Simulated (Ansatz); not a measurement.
Gas-phase reaction R1 → P1 + P2, each structure at its B3LYP-D3(BJ)/def2-TZVP stationary point, reached from a drawn start (curvature not checked).
R1, Cl2OTi (SMILES [O]=[Ti]([Cl])[Cl]) (charge 0, multiplicity 1, Z-matrix in Å and degrees):
```
Ti
O 1 1.5953
Cl 1 2.2308 2 116.09
Cl 1 2.2308 2 116.09 3 179.86
```
P1, ClOTi (SMILES [O]=[Ti][Cl]) (charge 0, multiplicity 2):
```xyz
3

Ti     0.19670     0.00411    -0.55722
O      1.67188    -0.00579     0.11163
Cl    -1.86858     0.00168     0.44549
```
P2: Cl atom, charge 0, multiplicity 2.

P less R. No zero-point or thermal terms; singlets are restricted closed shells; open shells are unrestricted; no spin–orbit coupling. The spin states of the d-block species are the ones drawn and need not be the lowest.

Cores are frozen in the correlated methods. CBS(a, b) extrapolates the correlation energy as X⁻³ and adds the Hartree–Fock energy of set b.

Programs: Ansatz (a first-principles code). No computed number here is a measurement.

PBE/def2-TZVPP gives 469.1 kJ/mol for the reaction energy.

Q: Predict the shift from PBE, with its sign, for: r2SCAN/def2-TZVPP, PBE0/def2-TZVPP, wB97M-V/def2-TZVPP, B2PLYP/def2-TZVPP, MP2/CBS(def2-TZVPP, def2-QZVPP), CCSD(T)/CBS(def2-TZVPP, def2-QZVPP).

A: r2SCAN/def2-TZVPP -8.8; PBE0/def2-TZVPP -38.0; wB97M-V/def2-TZVPP -40.8; B2PLYP/def2-TZVPP -23.8; MP2/CBS(def2-TZVPP, def2-QZVPP) 31.3; CCSD(T)/CBS(def2-TZVPP, def2-QZVPP) -23.6 kJ/mol. 1 of 6 lie above PBE; the widest gap is to wB97M-V/def2-TZVPP.
